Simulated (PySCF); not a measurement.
Molecule: sum formula H5Si2OCl2 (charge +1, singlet). It need not be the lowest isomer of its formula. SMILES: [SiH3][OH+][SiH](Cl)Cl
Geometry from a B3LYP-D3(BJ)/def2-TZVP (Ansatz) optimisation:
```xyz
10

Si    -2.4913    -0.0457    -0.6286
O     -0.7470    -0.4886    -0.7926
Si     0.6862     0.3899    -0.2042
Cl     0.1864     0.9220     1.6618
Cl     2.1284    -0.9914    -0.3615
H     -2.4039     1.4169    -0.6506
H     -2.9052    -0.6294     0.6498
H     -3.0642    -0.6742    -1.8229
H     -0.5520    -1.3637    -1.1693
H      0.8193     1.5209    -1.1134
```
Charge +1, spin multiplicity 1.

Dispersion corrections to the total energy (kcal/mol) from the dftd3 and dftd4 libraries through PySCF: D3(BJ) without and D4 with the three-body term, each with the damping fitted for the functional named.

| functional | D3(BJ) | D4 |
|---|---|---|
| PW6B95 | -4.39 | (withheld) |
| B3LYP | -12.87 | -10.61 |
| TPSSh | -8.55 | (withheld) |
| LC-wPBE | -7.31 | -7.33 |
| CAM-B3LYP | -6.35 | -5.78 |
| B2PLYP | (withheld) | -4.56 |
| HSE06 | -5.39 | -5.26 |

### Question
Fill in the missing entries.

### Answer

- PW6B95, D4: -5.29
- TPSSh, D4: -7.95
- B2PLYP, D3(BJ): -6.47
